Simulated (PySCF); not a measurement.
C2H3ClF2Si, SMILES F/C=C\[Si@H](F)Cl. Atoms are numbered in the order given.

```xyz
9

F     -2.4384    -1.0769    -0.8767
C     -2.3375     0.0586    -0.1693
C     -1.1630     0.5290     0.2830
Si     0.4716    -0.2925    -0.0240
F      0.8941    -1.2112     1.2615
Cl     1.9011     1.1955    -0.2009
H     -3.3241     0.5323    -0.0189
H     -1.2012     1.4689     0.8568
H      0.5057    -1.1630    -1.2326
```
Charge 0, spin multiplicity 1.

Geometry optimised at PBE-D3(BJ)/def2-SVP. The structure was generated by enumeration; whether it is a known compound was not checked. One conformer was computed; it need not be the lowest.

Level of theory: PBE/pcSseg-1 run with PySCF.

GIAO shieldings, no solvent; atoms alike by connectivity are averaged. δ = σ(ref) − σ: ¹⁹F against CFCl3 (σ = 133.6 ppm); ¹³C against TMS (σ = 182.0 ppm); ²⁹Si against TMS (σ = 335.4 ppm); ³⁵Cl against HCl (σ = 936.5 ppm); ¹H against TMS (σ = 31.49 ppm), references at their B3LYP-D3(BJ)/def2-TZVP geometries, non-relativistic (without spin–orbit terms, shifts of atoms bonded to Cl or Br come out too high).

Computed chemical shifts:
```json
[
 {"nucleus": "¹⁹F", "atoms": "F1", "count": "1", "δ (ppm)": "-87.1"},
 {"nucleus": "¹⁹F", "atoms": "F5", "count": "1", "δ (ppm)": "-164.2"},
 {"nucleus": "¹³C", "atoms": "C2", "count": "1", "δ (ppm)": "175.9"},
 {"nucleus": "¹³C", "atoms": "C3", "count": "1", "δ (ppm)": "110.9"},
 {"nucleus": "²⁹Si", "atoms": "Si4", "count": "1", "δ (ppm)": "3.5"},
 {"nucleus": "³⁵Cl", "atoms": "Cl6", "count": "1", "δ (ppm)": "84.4"},
 {"nucleus": "¹H", "atoms": "H7", "count": "1", "δ (ppm)": "7.61"},
 {"nucleus": "¹H", "atoms": "H9", "count": "1", "δ (ppm)": "6.50"},
 {"nucleus": "¹H", "atoms": "H8", "count": "1", "δ (ppm)": "5.38"}
]
```
